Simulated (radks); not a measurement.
Isoelectronic series with 15 electrons, all held in the configuration [Ne] 3s2 3p3, which need not be the ground one along the series. Method: scalar-relativistic Kohn-Sham, PBE, spin-polarised, spherical densities, finite nucleus; open shells are filled with parallel spins first (spin-orbit coupling, left out, can overturn this in heavy ions); Fermi nuclear charge, rms radius of each element as measured or else 0.836 A^(1/3) + 0.57 fm; computed with a radial shooting solver on a logarithmic mesh with Libxc functionals. Total energies (hartree) and mean radii <r> (bohr) (* marks an orbital that is empty in some or all of the ions):

ion    E (hartree)  3p down*   3p up  3s down   3s up  2p down
P       -341.97064     2.469   2.327    1.904   1.892   0.4853
S+      -398.70083     1.934   1.873    1.643   1.631   0.4423
Cl2+    -460.09308     1.623   1.588    1.448   1.437   0.4062
Ar3+    -526.14306     1.410   1.387    1.296   1.286   0.3756
K4+     -596.85276     1.251   1.234    1.174   1.166   0.3492
Sc6+    -752.27557     1.027   1.017   0.9903  0.9840   0.3061
Ti7+    -837.00608    0.9440  0.9359   0.9191  0.9135   0.2883
V8+     -926.43012    0.8740  0.8673   0.8576  0.8527   0.2724
Cr9+   -1020.55969    0.8140  0.8083   0.8040  0.7996   0.2582
Mn10+  -1119.40793    0.7619  0.7571   0.7568  0.7528   0.2453
Fe11+  -1222.98898    0.7163  0.7121   0.7148  0.7113   0.2337
Co12+  -1331.31777    0.6760  0.6723   0.6773  0.6741   0.2231
Ni13+  -1444.41040    0.6400  0.6368   0.6436  0.6407   0.2134
Cu14+  -1562.28307    0.6077  0.6048   0.6130  0.6104   0.2045
Zn15+  -1684.95395    0.5785  0.5760   0.5852  0.5828   0.1963
Ga16+  -1812.44118    0.5521  0.5498   0.5598  0.5576   0.1887
Ge17+  -1944.76411    0.5279  0.5259   0.5365  0.5344   0.1817
As18+  -2081.94335    0.5058  0.5039   0.5150  0.5131   0.1752
Se19+  -2223.99948    0.4855  0.4838   0.4952  0.4934   0.1691
Br20+  -2370.95476    0.4667  0.4651   0.4768  0.4751   0.1634
Kr21+  -2522.83185    0.4494  0.4479   0.4596  0.4581   0.1581
Rb22+  -2679.65463    0.4332  0.4319   0.4437  0.4422   0.1531
Sr23+  -2841.44761    0.4182  0.4170   0.4287  0.4274   0.1483

Estimate the row of Ca5+.

Answer. E (hartree) -672.22765; 3p down* 1.127; 3p up 1.114; 3s down 1.074; 3s up 1.067; 2p down 0.3262.
